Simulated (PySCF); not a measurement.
# Dipole response of Cd²⁺ (cadmium, charge +2)

[Kr] 4d10, closed-shell 1S. Computed with PySCF 2.14 in aug-cc-pwCVTZ-PP with ECP28MDF (8s8p7d4f3g, 122 functions), with scalar relativity through the core potential. Coupled (time-dependent) response in atomic units; α is the mean over directions.

```tsv
method	mean α (bohr³)	C₆ (like pair)	S(−4)
CAM-B3LYP	5.373	27.06	6.194
BLYP	5.597	28.33	7.092
```

S(−4) is the Cauchy moment in α(ω) = α(0) + S(−4) ω² + …

α(iu) at BLYP:

| u (hartree) | α(iu) (bohr³) |
| --- | --- |
| 0 | 5.597 |
| 0.0500 | 5.579 |
| 0.100 | 5.527 |
| 0.200 | 5.338 |
| 0.300 | 5.069 |
| 0.500 | 4.456 |
| 0.750 | 3.750 |
| 1.00 | 3.170 |
| 1.50 | 2.311 |
| 2.00 | 1.732 |
| 3.00 | 1.052 |
| 5.00 | 0.4886 |

A single London oscillator, α(iu) = α/(1 + u²/ω²), gives C₆ = (3/4) ω α². Matching the computed C₆ needs ω = 4 × 28.33 / (3 × 5.597²) = 1.21 hartree.

For an ion, C₆ is the dispersion term alone; charge-induced terms of lower order in 1/R come first.

Energies and moments cover only the electrons outside the core potential.
